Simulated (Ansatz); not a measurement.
A nudged elastic band was laid between two geometries of CH₅AlBClO (10 atoms, charge 0, multiplicity 1).

Theory: Ansatz 0.2.0, RKS PBE/STO-3G.

```yaml
movable_images: 5
climbing_image: yes
spring: 5.0 eV/Å²
optimiser: quadratic models (default)
start_path: through a guess of the saddle point
force_threshold: 0.05 eV/Å
iteration_limit: 60
end_points: relaxed
```

Image 0:

```xyz
10
Properties=species:S:1:pos:R:3
C 0.334 -1.822 0.598
Al 0.689 -0.067 -0.096
Cl 2.676 0.221 -0.744
B -0.553 1.542 -0.190
O -1.295 1.744 -1.322
H 1.133 -2.545 0.365
H 0.229 -1.798 1.698
H -0.611 -2.233 0.202
H -0.649 2.312 0.711
H -1.870 2.596 -1.220
```

Image 6:

```xyz
10
Properties=species:S:1:pos:R:3
C 0.355 -1.792 0.675
Al 0.664 -0.107 -0.195
Cl 2.652 0.186 -0.833
B -0.675 1.356 -0.652
O -0.879 2.373 0.240
H 1.287 -2.341 0.887
H -0.179 -1.661 1.633
H -0.277 -2.449 0.052
H -1.286 1.350 -1.672
H -1.579 3.035 -0.132
```

Q: What changes between the two ends?

A: No bond is made or broken.  The two ends are copies of one structure, up to a mirror image or an exchange of like atoms.

Q: Give the energies along the band, and the barrier.

A: It converged. The highest image is number 3 of 0 to 6, 0.054 eV above the ends, which have the same energy within 2 meV. A vibrational analysis at the climbing image gives one clearly imaginary mode, 54i cm⁻¹: a first-order saddle point. Limits of this set-up: minimal basis.

| image | path coordinate (Å) | energy (eV) |
| --- | --- | --- |
| 0 | 0.00 | 0.000 |
| 1 | 0.82 | 0.014 |
| 2 | 1.65 | 0.042 |
| 3 | 2.47 | 0.054 |
| 4 | 3.30 | 0.039 |
| 5 | 4.13 | 0.012 |
| 6 | 4.96 | 0.000 |

Q: What is the geometry of the highest image?

A: 
```xyz
10
Properties=species:S:1:pos:R:3
C 0.455 -1.789 0.755
Al 0.561 -0.154 -0.247
Cl 2.317 0.035 -1.399
B -0.814 1.355 -0.296
O -0.544 2.458 -1.057
H 1.311 -2.461 0.578
H 0.414 -1.589 1.840
H -0.462 -2.351 0.508
H -1.835 1.308 0.311
H -1.320 3.137 -0.989
```

Q: What are the harmonic wavenumbers there?

A: 54i, 19, 101, 184, 186, 333, 502, 597, 690, 794, 797, 867, 971, 1116, 1273, 1446, 1497, 1667, 1668, 2873, 3226, 3382, 3407, 3564 cm⁻¹.

Time of the run: 2.3 min on 1 thread of Arm Neoverse V1 (shared host), peak memory 0.096 GiB.
